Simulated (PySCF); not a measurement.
Be(Br)(OSiH3) (BeBrH3OSi), SMILES [Be]([O][SiH3])[Br].

Coordinates come from a B3LYP-D3(BJ)/def2-SVP optimisation. One conformer was computed; it need not be the lowest.

All values below come from PySCF with r2SCAN/def2-TZVPD.

Gas-phase values at a fixed geometry.

```json
{
 "total_energy": "-2955.55196 hartree",
 "point_group": "C3v",
 "highest_occupied_level": "-7.72 eV",
 "lowest_empty_level": "-0.91 eV",
 "orbital_gap": "6.81 eV",
 "dipole_moment": "1.09 D",
 "quadrupole, principal values (traceless, Buckingham form, about the centre of nuclear charge)": "-2.10, 1.05, 1.05 D·Å",
 "mean_static_polarisability": "66.7 bohr³ (9.88 Å³)",
 "polarisability_principal_values": "57.9, 57.9, 84.2 bohr³"
}
```
